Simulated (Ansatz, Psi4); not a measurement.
**How methods differ on CuCl (cuprous chloride)**

CuCl: 2 atoms, total charge 0, spin state singlet. As SMILES, `[Cl][Cu]`. Geometry: relaxed at PBE0-D4/def2-TZVP.

```xyz
2

Cl    0.8983   -0.3452    0.4464
Cu   -0.8688    0.2850   -0.4424
```

Each level gives the energy change with the Cl1–Cu2 bond stretched from 2.076 to 3.114 Å (eV). The values are calculated.

| level | kind | program | value (eV) | CPU time (all runs) |
| --- | --- | --- | --- | --- |
| HF/STO-3G (restricted) | Hartree–Fock | Ansatz | 2.88 | 1.4 s |
| SVWN5/STO-3G (restricted) | LDA | Ansatz | 3.33 | 79 s |
| r2SCAN-D4/def2-SVP (density fitting) (restricted) | meta-GGA | Psi4 | 2.19 | 21 s |
| B3LYP/STO-3G (restricted) | global hybrid | Ansatz | 3.07 | 30 s |
| BHLYP/STO-3G (restricted) | global hybrid | Ansatz | 3.16 | 25 s |
| PBE0/STO-3G (restricted) | global hybrid | Ansatz | 3.11 | 51 s |
| CAM-B3LYP/STO-3G (restricted) | range-separated hybrid | Ansatz | 3.31 | 32 s |
| B2PLYP/STO-3G (restricted) | double hybrid | Ansatz | 3.04 | 45 s |
| MP2/STO-3G (restricted) | perturbation theory | Ansatz | 2.81 | 3.4 s |

The first shape isn't each level's own minimum. The values span 2.19 to 3.33 eV. Times are those of the runs behind each value, whatever else they computed, on shared processors of several kinds: orders of magnitude only.
